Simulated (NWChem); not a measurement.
SbH2O2F; SMILES [Sb]([F])([OH])[OH]

```xyz
6

Sb    -0.0183    -0.0595     0.3698
F      1.3414     1.0231    -0.5005
O      0.1785    -1.6372    -0.7839
H      0.0197    -1.4455    -1.7184
O     -1.4420     0.8664    -0.6318
H     -1.0497     1.4357    -1.3093
```
Atoms are numbered in this order, from 1.

Computed with NWChem. The geometry was optimised at PBE0/def2-SVP. Not confirmed as a minimum by frequencies. def2 effective core potentials on Sb; no spin-orbit coupling. Ions are spin-unrestricted doublets at the neutral geometry; other ion states weren't tried.

For level PBE/def2-SVP:

```
Property                               Result
-------------------------------------  ------
vertical ionisation energy, ΔSCF (eV)   10.24
−ε(HOMO) (eV)                            6.78
```

Question: How do the values read with level PBE0/def2-SVP instead?

Answer: vertical ionisation energy, ΔSCF (eV): 10.75
−ε(HOMO) (eV): 8.42
